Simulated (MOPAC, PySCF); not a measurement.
C₂H₅NO, SMILES `[H]/N=C\OC` (C–O–C–N torsion 0°), neutral singlet in the gas phase. 

Cartesian coordinates (Å):
```xyz
9

C     -1.1003     0.1760    -0.2700
O     -0.0775    -0.7657    -0.5809
C      1.1350    -0.5787    -0.0089
N      1.5339     0.3173     0.7824
H     -1.9807    -0.1453    -0.8193
H     -1.3186     0.1798     0.8009
H     -0.8176     1.1826    -0.5885
H      1.8057    -1.3690    -0.3356
H      0.8200     1.0029     1.0199
```
Charge 0, spin multiplicity 1.

All levels are single points at this geometry (B3LYP-D3(BJ)/def2-TZVP); Pople sets use spherical d functions. Orbital energies aren't observables, and empty levels follow the basis.

B3LYP-D3(BJ)/def2-TZVP in PySCF gives gap (eV) = 8.08.

Estimate the gap (eV) from each of these levels: PBE-D3(BJ)/def2-TZVP in PySCF; B3LYP/6-311+G** in PySCF; B3LYP/6-31G* in PySCF; M06-2X/6-31G* in PySCF; PM7 in MOPAC.


```tsv
level	gap (eV)
PBE-D3(BJ)/def2-TZVP in PySCF	5.90
B3LYP/6-311+G** in PySCF	7.77
B3LYP/6-31G* in PySCF	8.21
M06-2X/6-31G* in PySCF	11.25
PM7 in MOPAC	11.78
```
